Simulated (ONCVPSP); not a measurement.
# Ga, ONCV: configuration errors across variants

- Element: gallium (Ga)
- Generator: ONCVPSP 4.0.1
- Type: optimised norm-conserving Vanderbilt (ONCV)
- Functional: PW91
- Relativity: scalar-relativistic
- Frozen core: [Ar]
- Valence charge: 13
- Reference configuration: 3d10 4s1 4p2
- Partial waves: 4s: rc 1.75 bohr, ncon 5, nbas 8, qcut 3.3 1/bohr, 3 projectors, debl 1.8 Ha; 4p: rc 2.35 bohr, ncon 4, nbas 7, qcut 3.8 1/bohr, 3 projectors, debl 0.5 Ha; 3d: rc 1.05 bohr, ncon 5, nbas 9, qcut 13.6 1/bohr, 3 projectors, debl 1.7 Ha
- Local potential: polynomial inside 0.80 bohr (lpopt 5, dvloc0 2 Ha)
- Core correction: polynomial model core, fcfact 0.35

All-electron excitation energies from the reference (eV): (1) 3d10 4s2 4p1 -6.570; (2) 3d10 4s2 4p0 -0.822; (3) 3d10 4s1 4p0 20.400; (4) 3d10 4s2 4p0.5 -4.515.

A true bound ghost makes a file unfit for plane-wave use even where its test errors are small: the radial tests pick states by their node count and pass the ghost by.

Errors AE − PS in meV (a dash: test not solved or not reliable):

```tsv
change	(1)	(2)	(3)	(4)	bound ghosts	GHOST(+) flags above zero
base	+0.3	+0.6	-13	+0.7	s	s, p, d
d: rc 0.74; local potential polynomial inside 0.74 bohr (lpopt 5, dvloc0 2 Ha)	+0.1	+0.5	-14	+0.5	s, d	s, p, d
d: rc 0.86	+0.2	+0.5	-13	+0.6	s	s, p, d
d: rc 0.96	+0.2	+0.6	-13	+0.6	s	s, p, d
d: rc 1.26	+0.5	+0.7	-12	+0.8	s	s, p
d: rc 1.4	+0.7	+0.7	-12	+0.9	s	s, p
d: rc 1.52	+0.8	+0.7	-11	+1.0	s	s, p
```

Problem. Give the same row for: d: rc 1.16.

Solution. +0.4, +0.6, -13, +0.8; bound ghosts: s; GHOST(+) flags above zero: s, p.
